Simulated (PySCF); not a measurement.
Work out the structure from these simulated measurements.

Formula: C5H10O5Si.

| Item | Value |
| --- | --- |
| 13C NMR | chemical shifts (computed TMS as zero) by class: 166.7 (1 C), 165.1 (1 C), 71.5 (1 C), 66.9 (1 C), 61.9 (1 C) ppm [GIAO PBE0/pcSseg-1] |
| Rotational structure | rotational constants A, B, C: 2.708, 0.329, 0.314 GHz [GFN2-xTB] |
| 1H NMR | chemical shifts (computed TMS as zero) by class: 4.92 (3 H), 4.59 (2 H), 3.62 (2 H), 3.60 (3 H) ppm [GIAO PBE0/pcSseg-1] |
| NMR, other nuclei | isotropic shieldings of nuclei other than C and H, by class: -114 (1 O), -97 (1 O), 129 (1 O), 151 (1 O), 321 (1 O), 385 (1 Si) ppm [GIAO PBE0/pcSseg-1] |
| Dipole | 2.40 D [PBE0/pcSseg-1] |

The electronic properties come from PySCF, for the isolated species, density fitting. Levels stand in brackets. Isolated species at its GFN2-xTB geometry (one conformer only). NMR classes are plain means over equivalent atoms (diastereotopic ones count apart unless rotation or inversion swaps them), as if these changed places fast.

Question: Give a SMILES that accounts for the data.

Answer: Numbering: `[CH3:1][O:2][CH2:3][CH2:4][O:5][C:6](=[O:7])[C:8](=[O:9])[O:10][SiH3:11]`. Its formula, C5H10O5Si, gives 2 degrees of unsaturation: 0 rings and 2 π bonds in the structure found. 5 carbons fall into 5 classes; from least to most shielded: ester carbonyl carbon [C6] (166.7 ppm), carbonyl carbon [C8] (165.1 ppm), sp3 carbon bound to oxygen [C3] (71.5 ppm), sp3 carbon bound to oxygen [C4] (66.9 ppm), methoxy carbon [C1] (61.9 ppm). Hydrogen classes from least to most shielded: 3 H on an oxygen-bound silicon, Si11 (4.92 ppm), 2 H on an sp3 carbon bound to oxygen, C4 (4.59 ppm, a mean of values up to 0.7 ppm apart in this geometry), 2 H on an sp3 carbon bound to oxygen, C3 (3.62 ppm, a mean of values up to 0.6 ppm apart in this geometry), 3 H on a methoxy carbon, C1 (3.60 ppm, a mean of values up to 0.6 ppm apart in this geometry). The other shieldings belong to: -114 ppm, carbonyl oxygen [O9]; -97 ppm, ester carbonyl oxygen [O7]; 129 ppm, ester single-bonded oxygen [O5]; 151 ppm, oxygen singly bound to a carbonyl carbon [O10]; 321 ppm, ether oxygen [O2]; 385 ppm, oxygen-bound silicon [Si11]. The optimised geometry has point group C1 and is an asymmetric top. Structure: `COCCOC(=O)C(=O)O[SiH3]`. The assignments are read from this structure; whether some other isomer fits the data as well wasn't checked.
